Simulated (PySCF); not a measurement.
SbF4, SMILES [F][Sb]([F])([F])[F], multiplicity 2.

Geometry optimised at PBE0-D3(BJ)/def2-SVP. The multiplicity is an assumed one; other spin states were not compared. The isomer is the one that the SMILES or the coordinates give; other isomers of the formula were not compared. The def2 effective core potentials stand for the cores of Sb; spin–orbit coupling is left out.

Level of theory: TDA-B3LYP/def2-SVPD run with PySCF.

Vertical excitations. The molecule is in vacuum.

| state | energy (eV) | λ (nm) | f | main pairs |
|---|---|---|---|---|
| root 1 | 3.51 | 353 | 0.000 | β HOMO→LUMO 91 % |
| root 2 | 3.56 | 348 | 0.002 | β HOMO−1→LUMO 95 % |
| root 3 | 3.66 | 338 | 0.005 | β HOMO−2→LUMO 82 %, β HOMO−4→LUMO 15 % |
| root 4 | 3.73 | 332 | 0.004 | β HOMO−3→LUMO 94 % |
| root 5 | 4.25 | 292 | 0.001 | β HOMO−4→LUMO 83 %, β HOMO−2→LUMO 16 % |
| root 6 | 4.50 | 275 | 0.056 | β HOMO−5→LUMO 90 % |
| root 7 | 4.51 | 275 | 0.000 | β HOMO−7→LUMO 91 % |
| root 8 | 4.61 | 269 | 0.012 | β HOMO−6→LUMO 90 % |
| root 9 | 5.63 | 220 | 0.003 | β HOMO−8→LUMO 89 % |
| root 10 | 5.66 | 219 | 0.082 | α HOMO→LUMO 96 % |
Unrestricted roots are not spin-pure.
